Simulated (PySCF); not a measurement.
Fractional electron number in Ho (holmium, neutral)

The 6s beta orbital of [Xe] 4f11 6s2 is emptied in steps (occupation f), with all orbitals relaxed, ending at [Xe] 4f11 6s1. All numbers are calculated (PySCF 2.14, scalar relativity through the core potential, in def2-SVP with the def2 core potential (28 electrons)). The exact energy is a straight line in f; departures are measured from the line between the end points of the same method.

```
   f  UHF (eV)
   1     0.000
0.75     0.032
 0.5     0.039
0.25     0.027
   0     0.000
```

| method | E(f=0) − E(f=1) (eV) | −ε at f=1 (eV) | −ε at f=0.5 (eV) |
| --- | --- | --- | --- |
| UHF | 4.904 | 5.090 | 4.891 |

Orbital energy along the path (eV):

```
   f     UHF
   1  -5.090
0.75  -4.977
 0.5  -4.891
0.25  -4.824
   0  -4.771
```

Reference removal energy between the ground levels: 6.021 eV (measured; NIST Atomic Spectra Database, ionization energies). The calculation has no spin-orbit coupling. UHF lacks correlation.
